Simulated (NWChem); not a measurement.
Species: C4H8O; SMILES C=CCOC

```xyz
13

C     -0.1236     2.4488    -0.2666
C      0.3699     1.3119     0.2219
C     -0.3703     0.0164     0.2802
O      0.4483    -1.0116    -0.1990
C     -0.1387    -2.2701    -0.1098
H     -1.1277     2.4976    -0.7012
H      0.4539     3.3767    -0.2488
H      1.3829     1.2846     0.6411
H     -0.6623    -0.1921     1.3346
H     -1.3149     0.0842    -0.2996
H     -0.3931    -2.5387     0.9361
H     -1.0680    -2.3425    -0.7106
H      0.5799    -3.0080    -0.4935
```
Atoms are numbered in this order, from 1.

All runs: NWChem. All runs use the structure optimised with PBE0/def2-SVP. No frequency run checked for a minimum. Level: M05-2X/def2-SVP with SMD (1 M gas to 1 M solution), gas-phase geometry.

Estimate the computed values for solvent ethanol. Quantities: solvation free energy (kcal/mol); cavity-dispersion-structure term (kcal/mol); dipole in solution (D).


```
Quantity                                     Value
-------------------------------------------  -----
solvation free energy (kcal/mol)              -4.0
cavity-dispersion-structure term (kcal/mol)    1.2
dipole in solution (D)                        1.86
```
